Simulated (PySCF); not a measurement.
PySCF input for C2H5BrTe, SMILES CC[Te]Br, TDDFT-CAM-B3LYP/def2-SVPD. Geometry: B3LYP-D3(BJ)/def2-SVP. The def2 effective core potentials stand for the cores of Te; spin–orbit coupling is left out. Other conformers were not sampled.

```python
import numpy as np
from pyscf import gto, scf, dft, tdscf

mol = gto.M(
    atom='''
    Te   -0.40931222   -0.18238404    0.87191246
    Br    1.24437471    0.99757589   -0.67189500
    C    -0.94048143   -1.72852446   -0.58325856
    C    -1.61251875   -1.19863176   -1.83761859
    H    -1.59475807   -2.39900784   -0.00104171
    H    -0.00735404   -2.26739336   -0.79734445
    H    -0.95970729   -0.48526466   -2.36313753
    H    -2.55872094   -0.68684807   -1.60583087
    H    -1.83033809   -2.02973469   -2.53050527
    ''',
    basis='def2-SVPD',
    ecp={'Te': 'def2-svp'},
    charge=0,
    spin=0,
    max_memory=1600,
    verbose=4,
)
mf = dft.RKS(mol, xc='cam-b3lyp').density_fit(auxbasis='def2-universal-jkfit')
mf.grids.level = 3
mf.conv_tol = 1e-9
mf.max_cycle = 100
mf.kernel()
mf.grids = dft.Grids(mol).set(level=1).build(with_non0tab=True)  # coarser grid for the response kernel
td = tdscf.TDDFT(mf)
td.singlet = True
td.nstates = 10
td.conv_tol = 1e-4
td.positive_eig_threshold = 1e-6
td.kernel(x0=td.get_init_guess(mf, 15))
td.analyze()
tt = tdscf.TDA(mf)
tt.singlet = False
tt.nstates = 4
tt.conv_tol = 1e-4
tt.positive_eig_threshold = 1e-6
tt.kernel(x0=tt.get_init_guess(mf, 9))
tt.analyze(verbose=3)
```

Log of the run:

```
PySCF version 2.14.0

[INPUT] verbose = 4
[INPUT] num. atoms = 9
[INPUT] num. electrons = 76
[INPUT] charge = 0
[INPUT] spin (= nelec alpha-beta = 2S) = 0
[INPUT] symmetry False subgroup None
[INPUT] Mole.unit = angstrom
[INPUT] Symbol           X                Y                Z      unit          X                Y                Z       unit  Magmom
[INPUT]  1 Te    -0.409312220000  -0.182384040000   0.871912460000 AA   -0.773487995238  -0.344655885092   1.647675753996 Bohr   0.0
[INPUT]  2 Br     1.244374710000   0.997575890000  -0.671895000000 AA    2.351527398235   1.885145220569  -1.269697534465 Bohr   0.0
[INPUT]  3 C     -0.940481430000  -1.728524460000  -0.583258560000 AA   -1.777252327939  -3.266437829012  -1.102198938208 Bohr   0.0
[INPUT]  4 C     -1.612518750000  -1.198631760000  -1.837618590000 AA   -3.047218808226  -2.265085750605  -3.472595856509 Bohr   0.0
[INPUT]  5 H     -1.594758070000  -2.399007840000  -0.001041710000 AA   -3.013655987240  -4.533467788284  -0.001968546601 Bohr   0.0
[INPUT]  6 H     -0.007354040000  -2.267393360000  -0.797344450000 AA   -0.013897121509  -4.284752467057  -1.506762637442 Bohr   0.0
[INPUT]  7 H     -0.959707290000  -0.485264660000  -2.363137530000 AA   -1.813583937849  -0.917017305330  -4.465682726381 Bohr   0.0
[INPUT]  8 H     -2.558720940000  -0.686848070000  -1.605830870000 AA   -4.835281805790  -1.297954741486  -3.034580546672 Bohr   0.0
[INPUT]  9 H     -1.830338090000  -2.029734690000  -2.530505270000 AA   -3.458837705460  -3.835642669629  -4.781961917069 Bohr   0.0

nuclear repulsion = 374.921459904318
number of shells = 64
number of NR pGTOs = 263
number of NR cGTOs = 156
basis = def2-SVPD
ecp = {'Te': 'def2-svp'}


[settings echo left out]
init E= -2891.92553122737
  HOMO = -0.683907659409252  LUMO = -0.659125038628293  gap/eV = 0.67437
cycle= 1 E= -2918.84121624231  delta_E= -26.9  |g|=    3  |ddm|= 10.9
  HOMO = -0.0185778181865951  LUMO = 0.0295610900723465  gap/eV = 1.30993
cycle= 2 E= -2914.92798221833  delta_E= 3.91  |g|= 3.51  |ddm|= 39.7
  HOMO = -0.381815097958244  LUMO = -0.222958136671892  gap/eV = 4.32272
cycle= 3 E= -2920.70548166429  delta_E= -5.78  |g|= 0.985  |ddm|= 38.7
  HOMO = -0.249286590691973  LUMO = -0.0928349361055893  gap/eV = 4.25727
cycle= 4 E= -2921.09710788552  delta_E= -0.392  |g|= 0.266  |ddm|= 1.85
  HOMO = -0.247791032598101  LUMO = -0.0414306328420793  gap/eV = 5.61535
cycle= 5 E= -2921.11520306364  delta_E= -0.0181  |g|= 0.118  |ddm|= 0.555
  HOMO = -0.26941079781863  LUMO = -0.0602826795226932  gap/eV = 5.69067
cycle= 6 E= -2921.11777109933  delta_E= -0.00257  |g|= 0.0225  |ddm|= 0.181
  HOMO = -0.273728081004144  LUMO = -0.0635035186620101  gap/eV = 5.72050
cycle= 7 E= -2921.11789194167  delta_E= -0.000121  |g|= 0.00495  |ddm|= 0.0394
  HOMO = -0.274068606801151  LUMO = -0.0634258552847342  gap/eV = 5.73188
cycle= 8 E= -2921.11790574567  delta_E= -1.38e-05  |g|= 0.00129  |ddm|= 0.0138
  HOMO = -0.274003259401915  LUMO = -0.0633229796072783  gap/eV = 5.73290
cycle= 9 E= -2921.1179066037  delta_E= -8.58e-07  |g|= 0.000617  |ddm|= 0.00348
  HOMO = -0.273989192841988  LUMO = -0.0633254468897704  gap/eV = 5.73245
cycle= 10 E= -2921.1179067948  delta_E= -1.91e-07  |g|= 0.000252  |ddm|= 0.00139
  HOMO = -0.273994306007694  LUMO = -0.0633271339187118  gap/eV = 5.73255
cycle= 11 E= -2921.11790683715  delta_E= -4.24e-08  |g|= 8.97e-05  |ddm|= 0.000673
  HOMO = -0.274003553791452  LUMO = -0.0633317400083726  gap/eV = 5.73267
cycle= 12 E= -2921.1179068483  delta_E= -1.11e-08  |g|= 4.13e-05  |ddm|= 0.000429
  HOMO = -0.274000226180391  LUMO = -0.0633306758796195  gap/eV = 5.73261
cycle= 13 E= -2921.11790685109  delta_E= -2.78e-09  |g|= 1.68e-05  |ddm|= 0.000221
  HOMO = -0.273999340773351  LUMO = -0.0633298103451168  gap/eV = 5.73261
cycle= 14 E= -2921.11790685172  delta_E= -6.34e-10  |g|= 7.61e-06  |ddm|= 0.000124
  HOMO = -0.273999724432137  LUMO = -0.0633301719722468  gap/eV = 5.73261
Extra cycle  E= -2921.1179068518  delta_E= -8.14e-11  |g|= 5.57e-06  |ddm|= 3.29e-05
converged SCF energy = -2921.1179068518
tot grids = 38080
Overwritten attributes  positive_eig_threshold  of <class 'pyscf.tdscf.rks.TDDFT'>


******** <class 'pyscf.tdscf.rks.TDDFT'> for <class 'pyscf.df.df_jk.DFRKS'> ********
nstates = 10 singlet
deg_eia_thresh = 1.000e-03
wfnsym = None
conv_tol = 0.0001
eigh lindep = 1e-12
eigh level_shift = 0
eigh max_cycle = 100


Excitation energies (eV)
[2.07443289 4.07904108 4.30301292 4.72042605 5.30231324 5.75631665
 6.24429615 6.40804774 6.60621616 6.7023637 ]

** Singlet excitation energies and oscillator strengths **
Excited State   1:      2.07443 eV    597.68 nm  f=0.0009
      38 -> 39        0.70570
Excited State   2:      4.07904 eV    303.95 nm  f=0.0077
      37 -> 39       -0.69440
Excited State   3:      4.30301 eV    288.13 nm  f=0.0003
      36 -> 39       -0.17504
      38 -> 40       -0.65391
      38 -> 44        0.17181
Excited State   4:      4.72043 eV    262.65 nm  f=0.0008
      36 -> 39        0.67529
      38 -> 40       -0.16922
Excited State   5:      5.30231 eV    233.83 nm  f=0.0211
      34 -> 39        0.11549
      35 -> 39       -0.68114
Excited State   6:      5.75632 eV    215.39 nm  f=0.0677
      38 -> 41        0.66896
      38 -> 42        0.15217
      38 -> 46       -0.10227
Excited State   7:      6.24430 eV    198.56 nm  f=0.0057
      38 -> 41        0.16859
      38 -> 42       -0.64721
      38 -> 45       -0.11830
      38 -> 46        0.10044
Excited State   8:      6.40805 eV    193.48 nm  f=0.1101
      34 -> 39       -0.14418
      37 -> 40       -0.14021
      38 -> 43        0.64324
      38 -> 44       -0.15035
Excited State   9:      6.60622 eV    187.68 nm  f=0.0093
      38 -> 40        0.17715
      38 -> 43        0.14486
      38 -> 44        0.63747
      38 -> 45        0.10074
Excited State  10:      6.70236 eV    184.99 nm  f=0.0489
      34 -> 39        0.43079
      37 -> 40        0.45343
      38 -> 43        0.21091

** Transition electric dipole moments (AU) **
state          X           Y           Z        Dip. S.      Osc.
  1        -0.0972      0.0775     -0.0373      0.0169      0.0009
  2         0.1506      0.0368     -0.2313      0.0775      0.0077
  3        -0.0277      0.0411     -0.0069      0.0025      0.0003
  4         0.0560     -0.0444      0.0387      0.0066      0.0008
  5        -0.2775     -0.2490      0.1539      0.1627      0.0211
  6         0.5039     -0.3389      0.3338      0.4802      0.0677
  7         0.1211     -0.0468     -0.1420      0.0370      0.0057
  8        -0.4674     -0.0949      0.6881      0.7010      0.1101
  9         0.0537     -0.1741      0.1563      0.0576      0.0093
 10         0.2987      0.0856     -0.4488      0.2980      0.0489

WARN: ECP detected. Skipping calculation of transition velocity and magnetic dipole moments, which have not yet been implemented.

Overwritten attributes  positive_eig_threshold  of <class 'pyscf.tdscf.rks.TDA'>


******** <class 'pyscf.tdscf.rks.TDA'> for <class 'pyscf.df.df_jk.DFRKS'> ********
nstates = 4 triplet
deg_eia_thresh = 1.000e-03
wfnsym = None
conv_tol = 0.0001
eigh lindep = 1e-12
eigh level_shift = 0
eigh max_cycle = 100


Excitation energies (eV)
[1.44672131 3.55026404 3.75956748 4.18703811]

** Triplet excitation energies and oscillator strengths **
Excited State   1:      1.44672 eV    857.00 nm  f=0.0000
Excited State   2:      3.55026 eV    349.23 nm  f=0.0000
Excited State   3:      3.75957 eV    329.78 nm  f=0.0000
Excited State   4:      4.18704 eV    296.11 nm  f=0.0000
```

Self-consistency was reached.

Cost: about 12 core-minutes (a rough figure).
